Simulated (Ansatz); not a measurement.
Reaction (formal hydrolysis of a Ge–S bond): `[OH][Ge][SH]` + H₂O → `[OH][Ge][OH]` + H₂S

Computed with Ansatz on PBE0-D4/def2-TZVP structures; ΔE is electronic, products minus reactants. CCSD(T)/CBS adds triple-zeta CCSD(T) − MP2 to the extrapolated MP2 energy (def2 sets, frozen cores). This one scheme is used for every species. Functionals use def2-TZVPP. B3LYP here is the variant with VWN-RPA as its local correlation; programs differ in this. HSE06 is defined as in plane-wave codes. For Ge outer-core shells are correlated without core-valence functions, which leaves a few kJ/mol of doubt a bond. Scalar relativity is left out up to krypton. One conformer a species, not always the lowest.

```tsv
level	ΔE (kJ/mol)	difference from CCSD(T)/CBS
LDA (SPW92)	15.9	1.8
revPBE-D4	20.5	6.4
BLYP-D4	11.6	-2.5
r2SCAN-D4	15.2	1.1
B97M-V	9.9	-4.2
PBE0-D4	20.5	6.4
B3LYP-D4	12.4	-1.7
r2SCANh-D4	16.1	2.0
r2SCAN0-D4	17.1	3.0
HSE06-D4	21.1	7.0
BHLYP-D4	12.0	-2.1
ωB97M-V	7.6	-6.5
B2PLYP	7.6	-6.5
PBE-QIDH	15.5	1.4
PBE	17.2	3.1
revPBE	17.5	3.4
BLYP	7.0	-7.1
r2SCAN	14.7	0.6
PBE0	18.4	4.3
B3LYP	8.4	-5.7
r2SCANh	15.5	1.4
r2SCAN0	16.5	2.4
HSE06	19.0	4.9
BHLYP	7.2	-6.9
CAM-B3LYP	0.9	-13.2
RPA@PBE/def2-TZVPP	6.1	-8.0
HF/def2-SVP	3.3	-10.8
MP2/def2-SVP	-0.6	-14.7
CCSD/def2-SVP	-1.0	-15.1
CCSD(T)/def2-SVP	-0.1	-14.2
HF/def2-TZVPP	3.7	-10.4
MP2/def2-TZVPP	10.8	-3.3
SCS-MP2/def2-TZVPP	5.7	-8.4
CCSD/def2-TZVPP	7.2	-6.9
CCSD(T)/def2-TZVPP	9.2	-4.9
MP2/def2-QZVPP	13.4	-0.7
SCS-MP2/def2-QZVPP	8.4	-5.7
HF/CBS(def2)	3.1	-11.0
MP2/CBS(def2)	15.7	1.6
CCSD/CBS(def2)	12.2	-1.9
CCSD(T)/CBS	14.1	0
```

Largest T1 diagnostic among the species: 0.015.

Leaving LDA and LC-ωPBE aside and taking each functional with its dispersion term where it has one, the values, not all of them listed here, spread over 17.9 kJ/mol, from CAM-B3LYP-D4 to HSE06-D4. At CCSD(T), def2-SVP lies −14.2 kJ/mol from the extrapolated value and def2-TZVPP −4.9 kJ/mol.
